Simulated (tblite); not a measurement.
C₂H₆BNO₂Si.
Bonds: N1–C2 (triple), C2–C3, C3–Si4, Si4–B5, B5–O6, B5–O7. Hydrogens: H8, H9 on C3; H10, H11 on Si4; H12 on O6; H13 on O7.

Computed with GFN2-xTB (tblite), gas phase: L-BFGS steps from a force-field or distance-geometry start until the largest atomic force falls under 0.01 eV/Å.

The end geometry, which sets the zero of energy:
```
atom  x, y, z in Å
N1     -1.3824    1.8886    1.3119
C2     -1.6065    0.9088    0.7570
C3     -1.7455   -0.3111    0.0478
Si4    -0.1016   -0.6159   -0.9607
B5      1.4939   -0.0137    0.0486
O6      2.6389   -0.6887   -0.2047
O7      1.5713    1.0057    0.9348
H8     -2.6051   -0.2600   -0.6170
H9     -1.9108   -1.1180    0.7619
H10    -0.1962   -2.0425   -1.3058
H11    -0.3522    0.1096   -2.2222
H12     3.4079   -0.3724    0.2765
H13     0.7840    1.5100    1.1541
```

Question: These geometries come from the run, each turned onto the end geometry. Order them by energy, lowest first.
A.
```
atom  x, y, z in Å
N1     -1.9504    1.8967    1.1748
C2     -1.8180    0.8449    0.7376
C3     -1.6145   -0.4477    0.1747
Si4    -0.1066   -0.4054   -1.0505
B5      1.5114   -0.0564    0.0164
O6      2.3875   -1.0670    0.1912
O7      1.8050    1.1317    0.6061
H8     -2.5283   -0.7603   -0.3314
H9     -1.4035   -1.1440    0.9877
H10    -0.1564   -1.6648   -1.7998
H11    -0.4838    0.6766   -1.9836
H12     3.1675   -0.8655    0.7194
H13     1.1858    1.8617    0.5395
```
B.
```
atom  x, y, z in Å
N1     -1.3692    1.8162    1.3309
C2     -1.6002    0.8220    0.8050
C3     -1.7272   -0.3964    0.0910
Si4    -0.1194   -0.5316   -1.0159
B5      1.4727    0.0048    0.0403
O6      2.5154   -0.8577    0.0424
O7      1.6300    1.1547    0.7376
H8     -2.6483   -0.4070   -0.4888
H9     -1.7592   -1.2296    0.7933
H10    -0.1759   -1.9066   -1.5294
H11    -0.4044    0.3368   -2.1795
H12     3.2838   -0.5772    0.5490
H13     0.8976    1.7721    0.8063
```
C.
```
atom  x, y, z in Å
N1     -2.5291    1.8396    0.8396
C2     -2.1499    0.7889    0.5762
C3     -1.6379   -0.4829    0.2076
Si4    -0.0800   -0.2403   -0.8426
B5      1.5717    0.0210    0.1931
O6      2.2695   -1.1298    0.3657
O7      2.0704    1.2110    0.5955
H8     -2.3596   -1.0660   -0.3488
H9     -1.3785   -1.0728    1.0783
H10    -0.0808   -1.3436   -1.7707
H11    -0.3946    0.8743   -1.6887
H12     3.2031   -1.3727    0.1407
H13     1.4913    1.9739    0.6363
```
D.
```
atom  x, y, z in Å
N1     -1.3378    1.8030    1.4148
C2     -1.5942    0.8589    0.8137
C3     -1.7705   -0.3090    0.0301
Si4    -0.1017   -0.6417   -0.9299
B5      1.4979   -0.0090    0.0543
O6      2.6421   -0.6925   -0.1783
O7      1.5893    1.0668    0.8705
H8     -2.5917   -0.1610   -0.6683
H9     -2.0213   -1.1483    0.6765
H10    -0.2008   -2.0722   -1.2536
H11    -0.3317    0.0715   -2.2029
H12     3.4150   -0.3386    0.2691
H13     0.8012    1.5726    1.0862
```
E.
```
atom  x, y, z in Å
N1     -2.4852    1.9041    0.8233
C2     -2.1127    0.8621    0.5279
C3     -1.6242   -0.4892    0.1941
Si4    -0.0794   -0.2948   -0.8736
B5      1.3764   -0.1389    0.4339
O6      2.3341   -1.2264    0.5122
O7      1.6769    1.1991    0.9555
H8     -2.4103   -1.0628   -0.2894
H9     -1.3101   -1.0561    1.0906
H10     0.1116   -1.3727   -1.8115
H11    -0.2350    1.0322   -1.5008
H12     2.9295   -1.1444   -0.2592
H13     1.8240    1.7882    0.1792
```

Answer: D (0.005 eV), B (0.024 eV), A (0.076 eV), C (0.650 eV), E (1.913 eV).

In the order of the answer:

```
step  E above end (eV)  largest force (eV/Å)  rms force component (eV/Å)  rms distance from end (Å)  rms bond change (Å)  bond most changed (Å)
 115             0.005                  0.05                       0.015                      0.081                0.001           C3–H9 -0.001
  98             0.024                  0.10                       0.038                      0.239                0.002          C3–Si4 +0.004
  65             0.076                  0.19                       0.062                      0.528                0.006          Si4–B5 -0.012
  17             0.650                  1.76                       0.455                      0.784                0.025          C3–Si4 -0.058
   0             1.913                  2.40                       0.758                      0.865                0.052           B5–O7 +0.114
```

The cost below is that of the whole relaxation. Time: 1.5 s wall. Hardware: one thread of an Arm Neoverse N1, shared host.
